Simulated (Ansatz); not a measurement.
`C[SiH](C)O[SiH](C)O[Si](C)(C)C`, relaxed as a singlet with RKS r2SCAN-D4/def2-SVP in Ansatz, starting from the GFN2-xTB geometry. Force threshold 0.03 eV/Å.

Start:

```xyz
31

C     0.489    3.443    0.505
Si   -0.459    2.381   -0.753
C    -1.889    3.325   -1.575
O    -1.098    1.143    0.082
Si   -1.624   -0.355    0.403
C    -2.720   -0.976   -1.012
O    -0.366   -1.356    0.571
Si    1.179   -1.886    0.638
C     1.108   -3.710    0.098
C     1.789   -1.726    2.435
C     2.272   -0.854   -0.532
H     0.965    4.296    0.031
H     1.264    2.863    0.998
H    -0.172    3.823    1.280
H     0.446    1.848   -1.783
H    -2.438    2.678   -2.255
H    -1.534    4.177   -2.147
H    -2.597    3.694   -0.837
H    -2.266   -0.252    1.708
H    -2.172   -1.008   -1.951
H    -3.095   -1.975   -0.814
H    -3.577   -0.325   -1.153
H     0.443   -4.281    0.740
H     2.088   -4.175    0.139
H     0.738   -3.808   -0.918
H     1.122   -2.237    3.122
H     1.840   -0.685    2.743
H     2.779   -2.154    2.559
H     3.325   -1.091   -0.411
H     2.015   -1.026   -1.573
H     2.144    0.207   -0.338
```

```
step  energy (eV)  largest force component (eV/Å)  SCF passes
   1  -34258.9964                           1.394          20
   2  -34259.2190                           0.740          18
   3  -34259.2589                           0.110          19
   4  -34259.2654                           0.080          19
   5  -34259.2788                           0.110          19
   6  -34259.2821                           0.159          19
   7  -34259.2889                           0.156          19
   8  -34259.2945                           0.105          18
   9  -34259.2976                           0.070          20
  10  -34259.3014                           0.041          19
  11  -34259.3040                           0.072          18
  12  -34259.3058                           0.089          18
  13  -34259.3075                           0.064          20
  14  -34259.3093                           0.067          19
  15  -34259.3108                           0.035          18
  16  -34259.3119                           0.048          19
  17  -34259.3126                           0.033          19
  18  -34259.3138                           0.039          19
  19  -34259.3152                           0.048          18
  20  -34259.3161                           0.052          19
  21  -34259.3176                           0.076          19
  22  -34259.3185                           0.062          20
  23  -34259.3200                           0.056          19
  24  -34259.3209                           0.028          19
  25  -34259.3212                           0.026          19
```

Force components are those of the run's own axes.

End:

```xyz
31

C     0.8350    2.9740    0.4225
Si   -0.5396    2.1772   -0.5604
C    -1.9392    3.3773   -0.8717
O    -1.1146    0.8799    0.3226
Si   -1.7028   -0.6651    0.1434
C    -2.8154   -0.7788   -1.3446
O    -0.4427   -1.7181   -0.0598
Si    1.1514   -1.8527    0.4578
C     1.5458   -3.6800    0.5276
C     1.3166   -1.0545    2.1482
C     2.2505   -0.9869   -0.7912
H     1.2511    3.8477   -0.1053
H     1.6594    2.2664    0.6061
H     0.4605    3.3142    1.4020
H    -0.0090    1.6787   -1.8723
H    -2.7466    2.9048   -1.4541
H    -1.5923    4.2599   -1.4343
H    -2.3702    3.7279    0.0804
H    -2.4258   -0.9880    1.4055
H    -2.2623   -0.5092   -2.2597
H    -3.1959   -1.8048   -1.4738
H    -3.6811   -0.1034   -1.2513
H     0.8835   -4.1987    1.2400
H     2.5872   -3.8577    0.8430
H     1.4069   -4.1492   -0.4604
H     0.6837   -1.5650    2.8935
H     1.0029    0.0020    2.1114
H     2.3568   -1.0884    2.5132
H     3.3167   -1.0834   -0.5261
H     2.1128   -1.4148   -1.7981
H     2.0168    0.0888   -0.8542
```

By distances, no bond broke or formed. The bond that changes most is Si2–O4, from 1.62 to 1.67 Å (atoms count from 1).

The force fell under the threshold at step 24, but the optimiser went on. No frequencies were taken in this run, so the end may be a saddle point.

Run time 3.8 min (4 threads of Arm Neoverse V1 on a shared host).
